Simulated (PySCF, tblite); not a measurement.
Isomers of C3H5FN2Si, one GFN2-xTB conformer each. Single-point energies are computed at PBE0/pcSseg-1 (PySCF, gas phase, no added dispersion term), electronic only.

```csv
SMILES,GFN2-xTB relative energy (kcal/mol)
F[SiH2]n1ccnc1,0.0
N#C/C(CF)=N/[SiH3],91.5
F[SiH2]c1c[nH]cn1,20.5
```

Conformers: `[F:1][SiH2:2][n:3]1[cH:4][cH:5][n:6][cH:7]1` with F1–Si2–N3–C4 180°; `[N:1]#[C:2]/[C:3]([CH2:4][F:5])=[N:6]/[SiH3:7]` with C2–C3–C4–F5 -179°; `[F:1][SiH2:2][c:3]1[cH:4][nH:5][cH:6][n:7]1` with F1–Si2–C3–C4 0°.

What does PBE0/pcSseg-1 give for the same structures?

```tsv
SMILES	PBE0/pcSseg-1 E (Eh)	PBE0/pcSseg-1 (kcal/mol)	GFN2-xTB (kcal/mol)	point group
F[SiH2]n1ccnc1	-615.70988	0.0	0.0	Cs
F[SiH2]c1c[nH]cn1	-615.69939	6.6	20.5	Cs
N#C/C(CF)=N/[SiH3]	-615.58731	76.9	91.5	Cs
```

Both levels put the same isomer lowest; measured from each level's own lowest isomer, the values differ by up to 14.6 kcal/mol (N#C/C(CF)=N/[SiH3]: 91.5 against 76.9). As drawn, the lowest has an aromatic ring and an Si–F bond, which the highest lacks; the highest has a C≡N group and a C=N bond, which the lowest lacks.

Which frontier levels, dipoles and rotational constants go with these structures?

| SMILES | HOMO (eV, PBE0/pcSseg-1) | LUMO (eV) | dipole (D) | A, B, C (MHz) |
| --- | --- | --- | --- | --- |
| F[SiH2]n1ccnc1 | -6.96 | -0.30 | 3.81 | 6264, 1504, 1231 |
| F[SiH2]c1c[nH]cn1 | -7.02 | 0.38 | 4.01 | 6173, 1378, 1142 |
| N#C/C(CF)=N/[SiH3] | -7.94 | -2.28 | 2.81 | 3080, 1497, 1027 |

What happens when harmonic zero-point energies from GFN2-xTB frequencies are added?

```
            SMILES  ZPE (kcal/mol)  electronic (kcal/mol)  with ZPE (kcal/mol)
    F[SiH2]n1ccnc1            49.4                    0.0                  0.0
 F[SiH2]c1c[nH]cn1            49.1                    6.6                  6.4
N#C/C(CF)=N/[SiH3]            45.1                   76.9                 72.7
```

The zero-point energies span 4.3 kcal/mol. The order is unchanged.

As an exercise, what shares would exp(−E/RT) give at 1000 K from these electronic energies alone (no entropy, no degeneracies)?

RT = 1.987 kcal/mol: F[SiH2]n1ccnc1 96.5 %, F[SiH2]c1c[nH]cn1 3.5 %, N#C/C(CF)=N/[SiH3] under 0.1 %.
